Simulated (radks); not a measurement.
Values are calculated unless marked as measured or tabulated.
Spherical quantum dot in the effective-mass picture: electrons in a hard-walled sphere of radius 3.78, with a point charge +1 (a donor) at the centre, all in effective atomic units (hartree* = m*/eps^2 hartree, bohr* = eps/m* bohr), one dielectric constant everywhere. Level of theory: non-relativistic Kohn-Sham, PBEsol, spin-polarised, spherical densities (a radial shooting solver with Libxc functionals). Levels are named by radial order and angular momentum (1s, 1p, 1d, 2s, ...), and open shells are averaged over m.

N = 34, configuration 1s2 1p6 1d10 2s2 1f14. This is the lowest configuration that the search found. Occupied and some empty levels:

level,occupation,eigenvalue (hartree*),<r> (bohr*)
1s,2,11.257,2.647
1p,6,11.424,2.738
1d,10,11.716,2.804
1f,14,12.122,2.861
2s,2,12.385,1.426
1g,0,12.637,2.911
2p,0,13.168,1.925
2d,0,13.900,2.146

Energy (hartree*): total 214.103, kinetic 51.101, external -13.917, Hartree 193.71, exchange-correlation -16.795.

Electron density:

r (bohr*),n(r) (e/bohr*^3)
0.205,0.4752
0.487,0.2779
0.769,0.1676
1.05,0.1061
1.33,0.07653
1.61,0.07379
1.90,0.09895
2.18,0.1528
2.46,0.2240
2.74,0.2777
3.02,0.2616
3.31,0.1537
3.59,0.02995
